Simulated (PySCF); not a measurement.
**Nb+ (niobium, charge +1) across methods**

[Kr] 4d4, high-spin 5D determinant. Computed with PySCF 2.14 in aug-cc-pwCVTZ-DK (11s10p8d4f3g, 136 functions), with the spin-free X2C one-electron Hamiltonian (Gaussian nucleus).

```json
{"method": "UHF", "E (hartree)": "-3816.91287", "mean ε 4p α (eV)": "-52.576", "mean ε 4p β (eV)": "-46.657", "mean ε 4d α (eV)": "-14.564", "Σ⟨r²⟩ (bohr²)": "38.54", "⟨S²⟩": "6.005"}
{"method": "TPSS", "E (hartree)": "-3818.85", "mean ε 4p α (eV)": "-42.377", "mean ε 4p β (eV)": "-40.027", "mean ε 4d α (eV)": "-10.468", "Σ⟨r²⟩ (bohr²)": "39.99", "⟨S²⟩": "6.001"}
{"method": "PBE0", "E (hartree)": "-3818.69", "mean ε 4p α (eV)": "-44.593", "mean ε 4p β (eV)": "-41.481", "mean ε 4d α (eV)": "-11.421", "Σ⟨r²⟩ (bohr²)": "38.89", "⟨S²⟩": "6.001"}
{"method": "M06-L", "E (hartree)": "-3818.87", "mean ε 4p α (eV)": "-43.071", "mean ε 4p β (eV)": "-40.039", "mean ε 4d α (eV)": "-10.250", "Σ⟨r²⟩ (bohr²)": "39.32", "⟨S²⟩": "6.001"}
```

Problem. Estimate the same row for LDA.

Solution. E (hartree) = -3814.39; mean ε 4p α (eV) = -42.233; mean ε 4p β (eV) = -40.202; mean ε 4d α (eV) = -10.644; Σ⟨r²⟩ (bohr²) = 40.18; ⟨S²⟩ = 6.000.
